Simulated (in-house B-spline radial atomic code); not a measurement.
RPA and G0W0 on wB97X: neutral ytterbium

Configuration [Xe] 4f14 6s2, mean-field start wB97X. Computed with a B-spline radial code for spherical atoms: all electrons, scalar-relativistic (spin-free one-electron X2C), finite nucleus, each spin shell either full or empty, empty states to l = 9 with an (l + 1/2)⁻⁴ tail; G0W0 by contour deformation at full frequency.

Without the two-electron picture change, the correlation of inner shells comes somewhat too large for so heavy an element.

Command:
```bash
python run_gw.py task.json out
```
Settings (radii: box in bohr, nucleus in fm):
```
Z                        70
electrons                70
configuration            [Xe] 4f14 6s2
hamiltonian              x2c
method                   wb97x
lmax                     9
rms_radius               5.3108
spin_polarised           False
box_radius               40
intervals                72
ion_configuration        [Xe] 4f14 6s1
```

Run time, properties included: 29 s on 1 thread of Arm Neoverse N1, with other jobs on the host.

Energies (hartree):

```json
{"term": "mean-field total", "value": "-14060.56151"}
{"term": "Hartree-Fock functional on these orbitals", "value": "-14054.61456"}
{"term": "direct second order", "value": "-7.7503"}
{"term": "second-order exchange", "value": "1.8718"}
{"term": "SOSEX correction", "value": "1.697"}
```

Task: What is the RPA correlation energy, and what remains with SOSEX?

Result: RPA gives -6.3339 hartree (-2.46 eV per electron); RPA + SOSEX gives -4.6369, and the second-order doubles -5.8785 hartree (no singles). SOSEX takes back 27 % of the RPA value.

Quasi-particle levels (eV):

```tsv
level	occupied	mean field	Σx - vxc	Σc	QP weight	G0W0
6s	yes	-6.146	0.92	?	?	?
```

G0W0 = mean field + (Σx - vxc) + Σc, with Σc (partial-wave tail included) taken at the quasi-particle energy. Only the outer levels were computed. Levels of low weight are left out.

Task: Where does G0W0 put 6s?

Result: At -6.387 eV, with Σc = -1.16 eV and a quasi-particle weight of 0.941. The tabulated removal energy is 6.254 eV (NIST, measured); the calculation leaves out spin-orbit coupling, Breit and QED terms, and what these don't explain is the method's own error.

Task: What does it cost to remove one electron (to [Xe] 4f14 6s1) by differences of total energies, each species on its own start (correlation terms add to the Hartree-Fock functional)?

Result: wB97X 6.455 eV, Hartree-Fock functional 5.007 eV, + RPA 6.173 eV, + RPA + SOSEX 5.927 eV, + second order 6.751 eV. Tabulated: 6.254 eV (NIST, measured); the calculation leaves out spin-orbit coupling, Breit and QED terms, and what these don't explain is the method's own error.
